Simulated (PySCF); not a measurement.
First SCF of a structure search on singlet MoO₂F₂, at a hand-made see-saw (ligand arrangement 2) geometry. PySCF input:

```python
from pyscf import gto, scf, dft
mol = gto.M(atom='''
Mo     0.000000     0.000000     0.000000
O     -0.000000    -1.773200     0.155100
O     -1.402700     0.000000     1.095900
F      0.000000     2.012300     0.176100
F      1.591800     0.000000     1.243600''',
    basis={'Mo': 'def2-SVP', 'O': 'def2-SVP', 'F': 'def2-SVP'},
    ecp={'Mo': 'def2-SVP'},
    charge=0, spin=0)
mf = dft.RKS(mol, xc='PBE')
mf.grids.atom_grid = (50, 194)
aux = {'Mo': 'def2-universal-JKFIT', 'O': 'def2-universal-JKFIT', 'F': 'def2-universal-JKFIT'}
mf = mf.density_fit(auxbasis=aux)
mf.conv_tol = 1e-08
mf.diis_space = 10
mf.max_cycle = 60
mf.init_guess = 'minao'
mf.verbose = 4
mf.kernel()
```

Excerpt of the output (cycles and frontier levels):

```
init E= -410.246906678453
  HOMO = -0.583983486260937  LUMO = -0.382472524835633  gap/eV = 5.48339
cycle= 1 E= -416.710470043424  delta_E= -6.46  |g|= 2.22  |ddm|= 3.19
  HOMO = -0.188211416868713  LUMO = -0.10560583704418  gap/eV = 2.24781
cycle= 2 E= -398.117158242271  delta_E= 18.6  |g|=  6.7  |ddm|= 7.66
  HOMO = -0.182319562515463  LUMO = -0.173565591227466  gap/eV = 0.23821
cycle= 3 E= -414.520674494643  delta_E= -16.4  |g|= 4.15  |ddm|= 7.25
  HOMO = -0.23515410818182  LUMO = -0.154183676466079  gap/eV = 2.20332
cycle= 4 E= -417.676124555794  delta_E= -3.16  |g|= 0.793  |ddm|= 2.86
  HOMO = -0.295955892392989  LUMO = -0.23981312606864  gap/eV = 1.52772
cycle= 5 E= -417.532674906209  delta_E= 0.143  |g|= 1.19  |ddm|=  1.3
  HOMO = -0.306118427408966  LUMO = -0.246548231539212  gap/eV = 1.62099
cycle= 6 E= -417.612514251644  delta_E= -0.0798  |g|=    1  |ddm|= 1.34
  HOMO = -0.280433962114383  LUMO = -0.226273474965932  gap/eV = 1.47378
... 12 lines left out ...
cycle= 13 E= -417.833530486583  delta_E= -5.01e-06  |g|= 0.00158  |ddm|= 0.00324
  HOMO = -0.276376594957799  LUMO = -0.221768975918405  gap/eV = 1.48595
cycle= 14 E= -417.833530990458  delta_E= -5.04e-07  |g|= 0.000454  |ddm|= 0.000876
  HOMO = -0.276387481969955  LUMO = -0.221780067171206  gap/eV = 1.48594
cycle= 15 E= -417.83353103789  delta_E= -4.74e-08  |g|= 6.71e-05  |ddm|= 0.000403
  HOMO = -0.276385210612823  LUMO = -0.221778089113929  gap/eV = 1.48594
cycle= 16 E= -417.833531038905  delta_E= -1.02e-09  |g|= 1.22e-05  |ddm|= 5.34e-05
  HOMO = -0.276383625730208  LUMO = -0.22177944731877  gap/eV = 1.48586
Extra cycle  E= -417.833531037466  delta_E= 1.44e-09  |g|= 8.64e-05  |ddm|= 5.76e-05
converged SCF energy = -417.833531037466
```

No lower solution of this spin was found from smeared starts or by a stability analysis within the restricted form, which does not test spin polarisation.

The search for the lowest solution, 3 starts and the stability check together, took roughly 30 core-seconds on a shared host.
